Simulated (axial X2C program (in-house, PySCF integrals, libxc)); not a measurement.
**Testing model relations on CdF**

A bond curve at the PBE0 level, 2c, was computed with an in-house all-electron X2C program for linear molecules (integrals from PySCF) (basis Cd dyall-v2z [9s10p7d2f], F dyall-v2z [5s4p1d] (cores contracted in-house)) for the state Ω = 1/2 (⟨Sz⟩ = 0.50, ⟨Lz⟩ = 0.00 at PBE0). Its fit gives Re = 1.9998 Å, ωe = 510.9 cm⁻¹, ωexe = 3.19 cm⁻¹ and αe = 2.012e-03 cm⁻¹; the masses are 113.9034 and 18.9984 u. Two-component means X2C with spin–orbit coupling and atomic mean-field Coulomb and Gaunt terms.

(1) Find the reduced mass, Be and the force constant.

(2) Estimate De from a Morse curve and compare with the computed well depth of 2.483 eV to Cd + F.

(3) A Morse curve ties αe to the other constants (Pekeris). How well does that hold?

(4) Where do the fundamental and the first overtone lie?

(5) Estimate the centrifugal constant by the Kratzer relation.

The state is one determinant whose occupation by symmetry is held fixed; it was picked as the lowest of a PBE0 search that is not exhaustive. De is counted from the lowest determinant-based energies of the atoms at the same level, without counterpoise correction. Density functionals use the spin component along the axis (collinear). In 2c an atomic determinant is not the ground J level, so De misses part of the atomic spin–orbit lowering. This holds for PBE0. The functionals have no current-density term, which raises determinants with orbital currents, atoms included.

Answers

(1) From the PBE0 values: μ = 16.2826 u. Be = 16.8576/(μ Re²) = 0.2589 cm⁻¹. k = 5.8918×10⁻⁷ μ ωe² = 2.5 mdyn/Å.

(2) De(Morse) = ωe²/(4ωexe) = 2.536 eV against 2.483 eV computed, a ratio of 1.02. For De the Morse form works well here.

(3) αe(Morse) = 6Be²/ωe × (√(ωexe/Be) − 1) = 1.976e-03 cm⁻¹; the PBE0 curve gives 2.012e-03 cm⁻¹, a ratio of 0.98.

(4) ν(1←0) = ωe − 2ωexe = 504.5 cm⁻¹; ν(2←0) = 2ωe − 6ωexe = 1002.7 cm⁻¹.

(5) D = 4Be³/ωe² = 2.66e-07 cm⁻¹.
